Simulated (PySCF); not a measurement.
Ligands exchanged one at a time, Sn OCH3-H. Gas-phase values, no solvent. One relaxed conformer stands for each flexible species; it need not be the lowest. Strings in code marks are SMILES.

These are PBE-D3(BJ)/def2-TZVP // B3LYP-D3(BJ)/def2-SVP (PySCF) values and carry that method's errors. All candidates: neutral, multiplicity 1. Excitations are Tamm–Dancoff values on a coarser integration grid. The basis has no diffuse functions, so Rydberg states are missing or too high.

```yaml
HOMO: -6.05 eV
S1 excitation (TDA): 4.80 eV
LUMO: -1.42 eV
```

Question: Name which member has these values.
A) `C[O][SnH2][O]C` (C–O–Sn–O torsion 60°, O–Sn–O–C torsion 60°)
B) `C[O][Sn]([O]C)([O]C)[O]C`
C) `C[O][SnH]([O]C)[O]C`

Answer: A, `C[O][SnH2][O]C` (C–O–Sn–O torsion 60°, O–Sn–O–C torsion 60°). The others give `C[O][Sn]([O]C)([O]C)[O]C`: -6.33 eV, 3.69 eV, -2.75 eV; `C[O][SnH]([O]C)[O]C`: -6.17 eV, 4.27 eV, -2.04 eV
